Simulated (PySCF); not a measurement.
## From a computed spectrum to the compound

A species of 5 atoms with charge -1 has these harmonic modes (PBE0, small Gaussian bases with core potentials, PySCF 2.14.0):

```csv
cm⁻¹,km/mol,symmetry
84,0.0,e
84,0.0,e
105,14.7,t2
105,14.7,t2
105,14.7,t2
295,0.0,a1
304,60.5,t2
304,60.5,t2
304,60.5,t2
```

Question: Which species is it, and in which structure?

Answer: [TlCl4]− (singlet):
```xyz
5

Tl    0.0000    0.0000    0.0000
Cl    1.4264    1.4264    1.4264
Cl   -1.4264   -1.4264    1.4264
Cl    1.4264   -1.4264   -1.4264
Cl   -1.4264    1.4264   -1.4264
```
Ideal gas at 298.15 K and 1 bar: S = 386.3 J/(mol K), Cp = 102.0 J/(mol K), H − H(0 K) = 24.0 kJ/mol (rigid rotor, harmonic modes, spin degeneracy alone). 
 Other answers can fit too; this one was computed.
